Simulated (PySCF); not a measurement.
A GIAO shielding run with PySCF 2.14 (density fitting, non-relativistic, gas phase) on `CO[SiH2][SiH2]F`, CH7FOSi2:

```
{"job": {"kind": "nmr", "xc": "PBE0", "basis": "cc-pVTZ", "pop": true}, "charge": 0, "multiplicity": 1}
C     -2.231686    -0.297930     0.407636
O     -0.832768    -0.345731     0.474319
Si     0.184535     0.438013    -0.590475
Si     2.322498    -0.136203     0.170337
F      3.420261     0.589974    -0.798424
H     -2.646254    -0.900709     1.229635
H     -2.614156    -0.709710    -0.544694
H     -2.615432     0.733760     0.513280
H     -0.039166     1.920470    -0.562656
H     -0.048542    -0.020434    -1.999218
H      2.548848    -1.610011     0.107516
H      2.551708     0.337005     1.567073
```

Hardware: 1 thread of an Arm Neoverse N1, shared host. The job also computes population analyses, field gradients.

Task: How large is the calculation?

Result: 58 electrons, 256 basis functions and 703 auxiliary functions.

Task: How long does it take?

Result: 50 s of wall time, with 13 SCF cycles and 4 response iterations. Times on a shared host scatter by some tens of per cent.

Task: And these other runs on the same molecule and hardware: GIAO shielding at PBE0/IGLO-III; GIAO shielding at PBE0/aug-cc-pVDZ; GIAO shielding at PBE0/cc-pVDZ; GIAO shielding at PBE0/pcSseg-0?

Result: PBE0/IGLO-III: 263 functions, 43 s; PBE0/aug-cc-pVDZ: 186 functions, 30 s; PBE0/cc-pVDZ: 113 functions, 17 s; PBE0/pcSseg-0: 67 functions, 7.6 s.
